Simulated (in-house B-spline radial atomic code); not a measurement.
## Binding energies in the erbium ion Er⁵⁺

NIST's tabulated ground configuration is [Kr] 4d10 4f10 5s2 5p5; each binding energy is the energy of the ion with one electron taken from that subshell, relaxed, less that of the parent. All numbers are computed (Dirac-Hartree-Fock, average of configuration; Fermi nucleus of rms radius 5.2516 fm) with a B-spline radial code for spherical atoms, not measured. Energies include first-order Breit, QED and recoil terms.

```csv
subshell,X-ray name,binding energy (eV),-ε (eV),relaxation (eV)
1s,K,57561.1,57904.5,79.7
2s,L1,9837.6,9914.7,45.7
3s,M1,2304.8,2334.9,24.1
3d3/2,M4,1533.2,1561.3,26.0
3d5/2,M5,1492,1518.9,25.6
4s,N1,537,547.0,8.7
4d3/2,N4,262,269.4,7.2
4d5/2,N5,254.1,261.1,6.9
5s,O1,125.3,126.5,0.9
5p,"O2,3",93.55,94.36,0.72
4f,"N6,7",81.63,86.78,5.31
```

Relaxation = -ε minus the binding energy without Breit, QED and recoil terms.

Problem. What does it cost to remove both a 3d5/2 and a 3d3/2 electron?

Solution. 3093.8 eV, which is 68.57 eV more than the two single binding energies together.

Problem. What does it cost to remove two 4d3/2 electrons?

Solution. 551.91 eV, which is 27.86 eV more than the two single binding energies together.

Problem. What does it cost to remove two 1s electrons?

Solution. 116350 eV, which is 1228 eV more than the two single binding energies together.
